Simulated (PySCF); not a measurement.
Geometry:
```json
{"atom": "C1", "x (Å)": "2.860", "y (Å)": "-1.029", "z (Å)": "0.580"}
{"atom": "C2", "x (Å)": "1.698", "y (Å)": "-0.432", "z (Å)": "0.851"}
{"atom": "C3", "x (Å)": "0.993", "y (Å)": "0.536", "z (Å)": "-0.044"}
{"atom": "C4", "x (Å)": "-0.369", "y (Å)": "0.054", "z (Å)": "-0.599"}
{"atom": "C5", "x (Å)": "-0.149", "y (Å)": "-1.159", "z (Å)": "-1.504"}
{"atom": "C6", "x (Å)": "-0.974", "y (Å)": "1.190", "z (Å)": "-1.428"}
{"atom": "C7", "x (Å)": "-1.332", "y (Å)": "-0.358", "z (Å)": "0.532"}
{"atom": "C8", "x (Å)": "-1.633", "y (Å)": "0.696", "z (Å)": "1.588"}
{"atom": "H9", "x (Å)": "3.388", "y (Å)": "-0.840", "z (Å)": "-0.361"}
{"atom": "H10", "x (Å)": "3.328", "y (Å)": "-1.724", "z (Å)": "1.283"}
{"atom": "H11", "x (Å)": "1.210", "y (Å)": "-0.655", "z (Å)": "1.809"}
{"atom": "H12", "x (Å)": "1.644", "y (Å)": "0.790", "z (Å)": "-0.897"}
{"atom": "H13", "x (Å)": "0.830", "y (Å)": "1.478", "z (Å)": "0.509"}
{"atom": "H14", "x (Å)": "0.295", "y (Å)": "-1.998", "z (Å)": "-0.948"}
{"atom": "H15", "x (Å)": "0.529", "y (Å)": "-0.914", "z (Å)": "-2.337"}
{"atom": "H16", "x (Å)": "-1.103", "y (Å)": "-1.502", "z (Å)": "-1.937"}
{"atom": "H17", "x (Å)": "-1.101", "y (Å)": "2.108", "z (Å)": "-0.834"}
{"atom": "H18", "x (Å)": "-1.960", "y (Å)": "0.905", "z (Å)": "-1.826"}
{"atom": "H19", "x (Å)": "-0.325", "y (Å)": "1.437", "z (Å)": "-2.283"}
{"atom": "H20", "x (Å)": "-2.277", "y (Å)": "-0.681", "z (Å)": "0.061"}
{"atom": "H21", "x (Å)": "-0.929", "y (Å)": "-1.260", "z (Å)": "1.023"}
{"atom": "H22", "x (Å)": "-0.730", "y (Å)": "0.997", "z (Å)": "2.142"}
{"atom": "H23", "x (Å)": "-2.351", "y (Å)": "0.310", "z (Å)": "2.326"}
{"atom": "H24", "x (Å)": "-2.072", "y (Å)": "1.606", "z (Å)": "1.152"}
```

Geometry: PBE0-D3(BJ)/def2-SVP; GIAO absolute shieldings from PySCF 2.14.0 with density-fitted response routines, gas phase, non-relativistic, averaged over equivalent atoms.

At PBE0/pcSseg-1 (216 basis functions, 29 s wall time on 1 thread of an x86-64 server CPU, shared host):
| atoms | σ (ppm) |
| --- | --- |
| C2 | 39.1 |
| C1 | 59.5 |
| C3 | 138.4 |
| C7 | 150.4 |
| C4 | 150.9 |
| C5/C6 | 154.2 |
| C8 | 174.5 |
| H11 | 25.28 |
| H10 | 25.90 |
| H9 | 25.94 |
| H12/H13 | 29.42 |
| H20/H21 | 30.19 |
| H22/H23/H24 | 30.34 |
| H14/H15/H16/H17/H18/H19 | 30.42 |

What do these become at PBE/pcSseg-1?

Answers


```
                  atoms  σ at PBE/pcSseg-1  change
                     C2               35.9    -3.2
                     C1               57.5    -2.0
                     C3              131.5    -6.9
                     C7              144.0    -6.4
                     C4              143.6    -7.3
                  C5/C6              149.0    -5.2
                     C8              170.0    -4.5
                    H11              25.16   -0.12
                    H10              25.88   -0.02
                     H9              25.93   -0.01
                H12/H13              29.24   -0.18
                H20/H21              30.00   -0.19
            H22/H23/H24              30.25   -0.09
H14/H15/H16/H17/H18/H19              30.31   -0.11
```

The largest change is at C4 (quaternary sp3 carbon). Cost: 216 basis functions, 42 s wall time on 1 thread of an x86-64 server CPU, shared host. The order of the carbon signals changes between the two levels.
